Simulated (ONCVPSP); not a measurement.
# Ranking ONCV potentials for Ni

All share these settings but for the change named:

ONCVPSP 4.0.1 input, shortened (lines: element, Z, core and valence counts, functional; n l f; lmax; l rc ep ncon nbas qcut; lloc lpopt rc5 dvloc0; l nproj debl; icmod fcfact rcfact), PBE, scalar-relativistic:

```
  Ni 28.00    3    4        4      upf
    1    0    2.00
    2    0    2.00
    2    1    6.00
    3    0    2.00
    3    1    6.00
    3    2    8.00
    4    0    2.00
    3
    0    1.25    0.00    4    8    8.60
    1    1.05    0.00    4    9   14.00
    2    1.10    0.00    4    8   17.10
    3    0.95    0.17    4    8   13.20
    3    5    0.95    0.00
    0    2    1.40
    1    2    0.40
    2    2    1.20
    3    0    3.70
    3    2.25    1.55
```

In the p channel the program set the typed energies aside and used -2.623, 0.250 Ha.

Test errors are all-electron minus pseudo excitation energies from the reference, over 3s2 3p6 3d8 4s1; 3s2 3p6 3d8 4s0; 3s2 3p6 3d7 4s0; 3s2 3p6 3d8 4s1.5. None of these files shows a bound ghost.

The base gives 6.3 meV.

Of 7 variants that were run, those that failed, showed a ghost or another fault, or gave nearly equal values are left out.

A variant can come out equal or close to the base, since the largest error may sit in a test that the change hardly touches while other tests move.

(1) Rank these variants by their largest absolute test error, smallest first.
A. all radii but the core radius scaled by about 0.76 (s 0.96, p 0.80, d 0.84, f 0.72 bohr)
B. all radii but the core radius scaled by about 0.93 (s 1.16, p 0.98, d 1.02, f 0.88 bohr)
C. all radii but the core radius scaled by about 1.18 (s 1.48, p 1.24, d 1.30, f 1.12 bohr)
D. all radii but the core radius scaled by about 1.25 (s 1.56, p 1.30, d 1.38, f 1.18 bohr)

## Answers

(1) D (1.0 meV), C (4.4 meV), A (5.5 meV), B (6.6 meV).
